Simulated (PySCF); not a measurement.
Level of theory: PBE0-D3(BJ)/def2-TZVP in PySCF. All species are isolated molecules in the gas phase. 

Reference species (SMILES): `[SiH]1([SiH]=[SiH]1)[SiH3]` (neutral, multiplicity 1).

```
Item             Result
-------------  --------
LUMO           -1.87 eV
HOMO           -6.07 eV
HOMO–LUMO gap   4.20 eV
```

Changed species: `[SiH]1[SiH2][Si]=1[SiH3]`.

Problem. Give the shifts of the LUMO, HOMO and HOMO–LUMO gap.

Solution. the LUMO drops by 0.12 eV, to -1.99 eV; the HOMO drops by 0.04 eV, to -6.11 eV; the HOMO–LUMO gap decreases by 0.08 eV, to 4.12 eV.
